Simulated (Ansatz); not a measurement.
Total energies of Hg3 (the lowest singlet isomer of a short search) from Ansatz at PBE0/def2-TZVP, gas phase (1 Eh = 27.2114 eV = 2625.5 kJ/mol). The reference geometry is relaxed at r2SCAN/def2-TZVP.

```xyz
3

Hg    0.9616   -0.0100   -1.6805
Hg   -0.4085    1.6800    0.8717
Hg   -0.5531   -1.6700    0.8089
```

| state | geometry | energy (Eh) |
| --- | --- | --- |
| charge 0 singlet | reference | -460.54679 |
| charge 1 doublet | reference | -460.22646 |
| charge 0 triplet | relaxed at r2SCAN/def2-TZVP | -460.42818 |
| charge 0 quintet | relaxed at r2SCAN/def2-TZVP | -460.28625 |
| free Hg atom (singlet) | – | -153.51485 |

In the def2 sets Hg takes a core potential; there is no spin–orbit coupling.

Task: Work out the vertical ionisation energy to the doublet.

Result: E(charge 1 doublet) − E(charge 0 singlet) = -460.22646 − (-460.54679) = 0.32033 Eh = 8.72 eV. For comparison, −ε of the highest occupied level is 6.95 eV at this level, 1.77 eV less.

Task: Which of the charge 0 states is lowest, and how far above it are the others?

Result: The singlet. triplet: -460.42818 − (-460.54679) = 0.11861 Eh = 311.4 kJ/mol; quintet: -460.28625 − (-460.54679) = 0.26054 Eh = 684.0 kJ/mol. The triplet differs in its bonds from the reference. The quintet differs in its bonds from the reference.

Task: What is the binding energy per atom against free atoms?

Result: Atoms: 3 × (-153.51485) = -460.54455 Eh. Binding: -460.54455 − (-460.54679) = 0.00224 Eh = 0.06 eV, or 0.02 eV for each of 3 atoms (no zero-point energy, no counterpoise term).

The structure comes from a short search, and lower isomers may exist.
